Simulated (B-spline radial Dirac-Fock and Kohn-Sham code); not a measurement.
Cross section and asymmetry of the 3s subshell of Cu³⁺

System: copper as Cu³⁺, [Ar] 3d8. The computed 3s threshold is 183.0 eV; without correlation, outer thresholds are uncertain by 1 to 2 eV. With an open shell the threshold is an average over the terms of the final ion.

Input of the calculation (task.json; shells as n, l, electrons):

```json
{"items": [{
  "Z": 29,
  "q": 3,
  "cfg": [[1, 0, 2], [2, 0, 2], [2, 1, 6], [3, 0, 2], [3, 1, 6], [3, 2, 8]],
  "A": 63,
  "rrms": 3.8823,
  "do": ["binding", "quiet", "photo", "scan"],
  "hv": [21.22, 43.3, 50.1, 72.3, 78.8, 150, 340.0, 582.0, 800, 1486.9, 4000, 4380.0, 8047.8, 17479.3, 80000, 82700.0]
}]}
```

Command: `python xray_run.py task.json out`

These are calculated numbers from a B-spline atomic structure program; the model is independent-particle photoionisation in a Dirac-Hartree-Slater potential with a Latter tail, all multipoles, thresholds from Dirac-Fock ΔSCF. Interchannel coupling and autoionising resonances are not included, so magnitudes near threshold are approximate.

```
kinetic energy (eV)  σ (Mb)     β
                1.5   0.283  2.00
                1.9   0.282  2.00
                2.3   0.282  2.00
                2.9   0.282  2.00
                3.7   0.281  2.00
                4.6   0.281  2.00
                5.7   0.280  2.00
                7.2   0.279  2.00
                9.0   0.278  2.00
               11.2   0.276  2.00
               14.0   0.274  2.00
               17.5   0.272  2.00
               21.9   0.268  2.00
               27.4   0.263  2.00
               34.2   0.257  2.00
               42.8   0.249  2.00
               53.5   0.238  2.00
               66.9   0.225  2.00
               83.7   0.209  2.00
              104.7   0.191  2.00
              130.9   0.171  2.00
              163.6   0.150  2.00
              204.6   0.129  2.00
              255.8   0.108  2.00
              319.9  0.0881  2.00
              400.0  0.0701  2.00
```

The cross section shows no minimum in this range. It is largest at the lowest energy, 0.283 Mb. β stays at 2.00.
